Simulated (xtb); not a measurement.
Harmonic IR lines of one isomer of C9H6BNS, unscaled. Calculation: GFN2-xTB in xtb.

wavenumber (cm⁻¹): 810 (vs), 833 (w), 839 (w), 957 (w), 1059 (m), 1082 (w), 1221 (m), 1240 (m), 1329 (m), 1427 (w), 1507 (w), 1559 (s), 2373 (vs), 2650 (vs), 2688 (s), 3086 (w), 3092 (w), 3133 (w)

Problem. Name which structure gives these lines.
(A) `Bc1c(C#N)ccc2sccc12`
(B) `Bc1ccc(C#N)c2ccsc12`
(C) `Bc1cc2ccc(C#N)cc2s1`
(D) `Bc1cc(C#N)c2sccc2c1`

Solution. D, `Bc1cc(C#N)c2sccc2c1`
